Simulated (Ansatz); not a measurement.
`[SiH3]CC(Cl)Cl` + H–F → `FC(Cl)Cl` + `C[SiH3]`  (substitution at a C–C bond)

Computed with Ansatz on PBE0-D4/def2-TZVP structures; ΔE is electronic, products minus reactants. CCSD(T)/CBS adds triple-zeta CCSD(T) − MP2 to the extrapolated MP2 energy (def2 sets, frozen cores). This one scheme is used for every species. Each species was taken in one conformer, which may not be the lowest.

```json
{"species": "`[SiH3]CC(Cl)Cl`", "SCS-MP2/def2-QZVPP energy (Eh)": "-1288.19097"}
{"species": "H–F", "SCS-MP2/def2-QZVPP energy (Eh)": "-100.36288"}
{"species": "`FC(Cl)Cl`", "SCS-MP2/def2-QZVPP energy (Eh)": "-1057.84433"}
{"species": "`C[SiH3]`", "SCS-MP2/def2-QZVPP energy (Eh)": "-330.69024"}
```

Q: Work out ΔE.

A: ΔE = (-1057.84433) + (-330.69024) − (-1288.19097) − (-100.36288) = 0.01928 Eh = +12.1 kcal/mol. CCSD(T)/CBS gives +12.2 kcal/mol.

Largest T1 diagnostic among the species: 0.011.

In def2-TZVPP, CCSD(T) changes the Hartree–Fock value by +6.1 kcal/mol (the triples alone add +0.6 kcal/mol) and MP2 by +8.9 kcal/mol. From PBE to PBE0 (25 % exact exchange), in def2-TZVPP and without D4, ΔE moves by +1.7 kcal/mol.
